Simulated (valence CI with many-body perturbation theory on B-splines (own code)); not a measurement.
**Missing levels of Sn XLIV**

Calculated by configuration interaction combined with many-body perturbation theory (CI+MBPT): five valence electrons over a frozen Dirac-Fock core [He], radial functions for each j: 11 s, 11 p, 10 d, 8 f, 5 g, 2 h, with the one-electron correlation potential Σ1, the two-electron term Σ2, the three-electron term Σ3, Breit, model QED; selected CI, second order for the rest, scaled by the run's own slope (own B-spline code, finite nucleus).

The last digits are not significant, and no measured levels were compared; by estimate large intervals hold to a few tenths of a per cent, small ones and those within an open d or f shell to about a per cent. Among the levels kept, up to 7200 cm⁻¹ of a level comes from second order outside the variational space, and about a tenth of that is noise between levels of different J, which matters for small intervals.

```tsv
Level	E (eV)
(2s^2 2p1/2^2 2p3/2) J=3/2	0.00
(2s^2 2p1/2 2p3/2^2) J=3/2	225.12
(2s^2 2p1/2 2p3/2^2) J=5/2	243.94
(2s^2 2p1/2 2p3/2^2) J=1/2	271.56
(2s 2p1/2^2 2p3/2^2) J=5/2	?
(2s 2p1/2^2 2p3/2^2) J=1/2	482.66
(2s 2p1/2^2 2p3/2^2) J=3/2	484.16
(2s^2 2p3/2^3) J=3/2	?
(2s 2p1/2 2p3/2^3) J=3/2 [a]	665.95
(2s 2p1/2 2p3/2^3) J=5/2	695.84
(2s 2p1/2 2p3/2^3) J=1/2	727.76
(2s 2p1/2 2p3/2^3) J=3/2 [b]	?
(2p1/2^2 2p3/2^3) J=3/2	956.46
(2s 2p3/2^4) J=1/2	970.65
(2p1/2 2p3/2^4) J=1/2	1200.51
(2s^2 2p1/2^2 3s) J=1/2	3879.22
(2s^2 2p1/2^2 3p1/2) J=1/2	3938.55
(2s^2 2p1/2^2 3p3/2) J=3/2	?
(2s^2 2p1/2^2 3d3/2) J=3/2	?
(2s^2 2p1/2^2 3d5/2) J=5/2	?
```

Levels are named by their leading jj configuration (3d3/2^4 stands for four electrons in 3d with j = 3/2), which in mixed levels can hold well under half, so a name can repeat and another be missing. Letters in brackets count levels of one name in rising energy.

Q: The levels stand in rising order. What does the calculation give for the missing energies?

A: (2s 2p1/2^2 2p3/2^2) J=5/2 421.21; (2s^2 2p3/2^3) J=3/2 497.74; (2s 2p1/2 2p3/2^3) J=3/2 [b] 739.38; (2s^2 2p1/2^2 3p3/2) J=3/2 4016.93; (2s^2 2p1/2^2 3d3/2) J=3/2 4075.74; (2s^2 2p1/2^2 3d5/2) J=5/2 4102.47.
